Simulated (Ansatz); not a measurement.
Geometry optimisation, Ansatz, RKS PBE-D4/def2-SVP.

Input:

```yaml
crystal:
  periodic: [false, false, false]
  atoms:
    - { symbol: "N", position_ang: [-1.1837, 0.1747, -0.8887] }
    - { symbol: Si, position_ang: [0.3596, -0.1193, -0.3928] }
    - { symbol: C, position_ang: [0.4921, -0.4724, 1.4258] }
    - { symbol: O, position_ang: [0.31, 0.4097, 2.244] }
    - { symbol: H, position_ang: [-1.1969, 0.621, -1.8484] }
    - { symbol: H, position_ang: [-1.6076, 0.9611, -0.2926] }
    - { symbol: H, position_ang: [1.1689, 1.0759, -0.8012] }
    - { symbol: H, position_ang: [0.8627, -1.2374, -1.2272] }
    - { symbol: H, position_ang: [0.8833, -1.4596, 1.7639] }
basis:
  gaussian: { orbitals: def2-SVP }
hamiltonian:
  xc: pbe
  dispersion: d4
relax:
  f_tol: 0.015
  max_steps: 40
```

Launched with:

```bash
$ ansatz run input.yaml --threads 1 --pin off --max-ram 2048MiB --backend cpu --events-out ev --progress --plain --runs-dir out
```

Task: Where does it end, and by what steps?

Result: The run converged. After 20 steps the energy has fallen by 0.646 eV; O4 moved furthest, 0.91 Å.

```csv
step,energy less start (eV),largest force component (eV/Å),accepted
0,0.0000,4.228,yes
1,-0.1584,2.730,yes
2,-0.4023,3.038,yes
3,-0.4628,2.045,yes
4,-0.5165,0.507,yes
5,-0.5239,0.462,yes
6,-0.5531,0.254,yes
7,-0.5758,0.127,yes
8,-0.5237,1.243,no
9,-0.5897,0.062,yes
10,-0.6016,0.246,yes
11,-0.5731,1.325,no
12,-0.6136,0.209,yes
13,-0.6249,0.207,yes
14,-0.6346,0.347,yes
15,-0.6410,0.202,yes
16,-0.6415,0.148,yes
17,-0.6450,0.111,yes
18,-0.6461,0.038,yes
19,-0.6461,0.041,no
20,-0.6462,0.007,yes
```

```xyz
9
Properties=species:S:1:pos:R:3
N -1.126 0.409 -0.856
Si 0.482 -0.164 -0.579
C 0.461 -0.390 1.354
O -0.485 0.030 2.002
H -1.412 0.947 -1.674
H -1.589 0.725 0.004
H 1.629 0.769 -0.910
H 0.798 -1.479 -1.245
H 1.331 -0.894 1.886
```

Whether the end is a true minimum wasn't checked by a vibrational analysis.

Time of the run: 56 s on 1 thread of Intel(R) Xeon(R) Platinum 8259CL CPU @ 2.50GHz (Skylake/Cascade Lake) (shared host), peak memory 0.16 GiB.
